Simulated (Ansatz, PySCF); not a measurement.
## HgH2(H2S) in two programs

HgH2(H2S) (singlet), relaxed with PySCF 2.14.0, RKS PBE, Hg def2-SVP with ECP60, H def2-SVP, S def2-SVP; non-relativistic Hamiltonian with scalar-relativistic core potentials where named; density fitting; no spin-orbit coupling:

```xyz
6

Hg    0.4810    0.7692    0.0000
H     2.0338    0.1646    0.0000
H    -1.0532    1.4342    0.0000
S    -1.1667   -2.2521    0.0000
H    -1.9279   -1.6798    0.9736
H    -1.9279   -1.6798   -0.9736
```

There the HOMO–LUMO gap is 5.35 eV. 

The same geometry by Ansatz 0.2.0 (PBE, PAW, a periodic box with 9 Å of vacuum):

```json
{"spin-orbit coupling": "without", "gap (eV)": "5.15", "largest force component (eV/Å)": "0.26"}
```

Question: What does the run with spin-orbit coupling give?

Answer: gap (eV): 4.99, largest force component (eV/Å): 0.29. It took 16 s on 2 threads of Arm Neoverse V1, on a shared host, peak memory 2 GiB.

The spin-orbit runs use fully relativistic datasets of their own, so changes of a few hundredths of an eV needn't come from the coupling.
